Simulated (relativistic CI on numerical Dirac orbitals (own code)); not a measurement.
**One change at a time: Pm42+**

Base calculation: Dirac-Coulomb-Breit CI, orbitals from a KLI potential per configuration, QED by a radiative potential, unscaled Slater integrals.

Configurations in the expansion (outside the closed core [Ne]): 3s2.3p6.3d, 3s2.3p5.3d2, 3s.3p6.3d2, 3s2.3p6.4s, 3s2.3p6.4p, 3s2.3p6.4d, 3s2.3p5.3d.4s, 3s2.3p6.4f, 3s2.3p5.3d.4p, 3s2.3p5.3d.4d, 3s.3p6.3d.4s, 3p6.3d2.4p, 3s2.3p5.3d.4f, 3s.3p6.3d.4p, 3s.3p6.3d.4d, 3s2.3p6.5s, 3s2.3p6.5p, 3s.3p6.3d.4f, 3s2.3p6.5d, 3s2.3p6.5f, 3s2.3p6.5g, 3p6.3d3, 3p5.3d4, 3p5.3d3.4s, 3p6.3d2.4s, 3p5.3d2.4s2, 3p6.3d2.4d, 3p5.3d3.4d, 3p5.3d2.4s.4d. Double excitations out of closed p, d and f shells are left out; levels of such configurations are missing from the list, as are those of other unlisted configurations, and high levels can miss mixing partners. These lack a partner that the ground configuration has and come out too high: 3s2.3p5.3d.4p, 3s2.3p5.3d.4f.

The lowest level and the first level of each name with at least 55 % of one term (blank where a level has no safe partner in the second run):

```tsv
Level	Base (eV)	Shift (eV)
3s2.3p6.3d 2D_3/2	0.000	0.000
3s2.3p6.3d 2D_5/2	30.731	+0.025
3s2.3p5.3d2 4D°_1/2	194.908	-0.910
3s2.3p5.3d2 4G°_9/2	226.268	-0.760
3s2.3p5.3d2 2F°_5/2	268.494	-0.557
3s2.3p5.3d2 2P°_1/2	270.830	-0.864
3s.3p6.3d2 4F_3/2	499.366	-0.594
3s.3p6.3d2 4F_5/2	505.969	-0.634
3s.3p6.3d2 4P_1/2	520.612	-0.545
3s.3p6.3d2 4F_7/2	528.134	-0.590
3s.3p6.3d2 4P_3/2	537.626	-0.583
3s.3p6.3d2 4F_9/2	539.578	-0.577
3s.3p6.3d2 2F_5/2	544.916	-0.681
3s.3p6.3d2 2G_7/2	549.366	-0.604
3s.3p6.3d2 2P_1/2	556.418	-0.141
3s.3p6.3d2 2G_9/2	564.898	-0.576
3s.3p6.3d2 2D_5/2	571.997	-0.646
```

At this charge energies of transitions that change n are usually good to better than 1 %, and those within a shell (Δn = 0) to a few per cent.

Task: One thing was changed in a second run, which moved the levels as shown. Which?
A. configuration mixing switched off
B. QED terms removed
C. non-relativistic limit
D. Breit term removed

Result: A. Configuration mixing switched off. Without mixing, levels that were pushed by configurations of the same parity and J return to their single-configuration places.

LS names give the leading component of a level, which can be under half, so a name can repeat, a term be missing and a line seem to break the LS rules.
